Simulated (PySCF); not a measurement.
Species: CH₄NPSi.
Bonds: N1–C2 (triple), C2–Si3, Si3–P4. Hydrogens: H5, H6 on Si3; H7, H8 on P4.

Theory: PySCF, PBE0-D3(BJ)/def2-SVP geometry optimisation, gas phase.

Q: What internal coordinates does the optimisation give?

A: 
```json
{"bond": "N1≡C2", "length (Å)": "1.160", "order": "triple"}
{"bond": "C2–Si3", "length (Å)": "1.859", "order": "single"}
{"bond": "Si3–P4", "length (Å)": "2.258", "order": "single"}
{"bond": "Si3–H5, Si3–H6", "length (Å)": "1.489", "order": "single"}
{"bond": "P4–H7, P4–H8", "length (Å)": "1.430", "order": "single"}
```

Bonds in one row agree within 0.01 Å and their mean is given. Orders are formal, as drawn. A selection of angles:
```json
{"angle": "N1–C2–Si3", "degrees": "178.4"}
{"angle": "C2–Si3–P4", "degrees": "106.6"}
{"angle": "C2–Si3–H5", "degrees": "107.3"}
{"angle": "P4–Si3–H5", "degrees": "110.1"}
{"angle": "P4–Si3–H6", "degrees": "115.3"}
{"angle": "H5–Si3–H6", "degrees": "110.5"}
{"angle": "Si3–P4–H7", "degrees": "92.6"}
{"angle": "Si3–P4–H8", "degrees": "92.0"}
{"angle": "H7–P4–H8", "degrees": "93.5"}
```

The 4 heavy atoms lie in one plane (0.005 Å rms). Si3 (SiH2 silicon) is distorted tetrahedral (angles from 106.6° to 115.3°). P4 (three-coordinate phosphorus) is pyramidal (angles 93.5°, 92.6° and 92.0°, sum 278.0°, 0.88 Å off the plane of its three neighbours).

No PBE0-D3(BJ)/def2-SVP frequencies stand behind this structure, so it isn't proved a minimum. The numbers are those of one conformer (C2–Si3–P4–H 73° and 167°).

Hardware: one thread of an Arm Neoverse N1, no GPU, shared host. Cost: 22 s, 0.36 GiB resident at most. These figures are those of the optimisation.
